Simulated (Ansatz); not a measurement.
Computed with Ansatz on PBE0-D4/def2-TZVP structures; ΔE is electronic, products minus reactants. CCSD(T)/CBS adds triple-zeta CCSD(T) − MP2 to the extrapolated MP2 energy (def2 sets, frozen cores). This one scheme is used for every species. DFT in def2-TZVPP. Each species was taken in one conformer, which may not be the lowest.

Consider the silylene formation by 1,1-elimination: `C[SiH](O)Cl` → `C[Si]Cl` + H₂O.

**Question.** Is it downhill or uphill in electronic energy at CCSD(T)/CBS, and by how much? (Best estimate.)

**Answer.** The calculation gave: Uphill: ΔE = +3.05 eV.

**Question.** What do these levels give: LDA (SPW92), r2SCAN-D4, PBE0-D4, BHLYP-D4, revPBE, r2SCAN0? (Best estimate.)

**Answer.** Ansatz gave: LDA (SPW92) 3.20, r2SCAN-D4 3.24, PBE0-D4 3.09, BHLYP-D4 3.20, revPBE 2.70, r2SCAN0 3.28 eV.

Largest T1 diagnostic among the species: 0.012.

At CCSD(T), def2-SVP lies −0.16 eV from the extrapolated value and def2-TZVPP −0.02 eV. From r2SCAN to r2SCAN0 (25 % exact exchange), in def2-TZVPP and without D4, ΔE moves by +0.05 eV.
